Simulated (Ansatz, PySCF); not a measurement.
The Ansatz (an electronic-structure program) input:
Ansatz 0.2 input:
```yaml
crystal:
  periodic: [false, false, false]
  atoms:
    - {symbol: F, position_ang: [0.70100000, 0.00000000, 0.00000000]}
    - {symbol: F, position_ang: [-0.70100000, 0.00000000, 0.00000000]}
basis:
  gaussian:
    orbitals: def2-TZVP
hamiltonian:
  xc: r2scan
magnetization: {spin_polarized: true, initial_magnetization: 2}
accuracy: high
```

Question: Give the equivalent PySCF input.

Answer: This is not unique; one that fits is 
```python
from pyscf import gto, scf, dft

mol = gto.M(
    atom='''
F     0.70100000    0.00000000    0.00000000
F    -0.70100000    0.00000000    0.00000000
''',
    basis='def2-tzvp',
    spin=2,
    verbose=4,
)

mf = dft.UKS(mol)
mf.xc = 'r2scan'
mf.grids.atom_grid = (99, 590)
mf.grids.prune = None
mf.kernel()
```

Both were run: Ansatz gave -199.408730 Eh and PySCF -199.408732 Eh, 0.002 mEh apart.
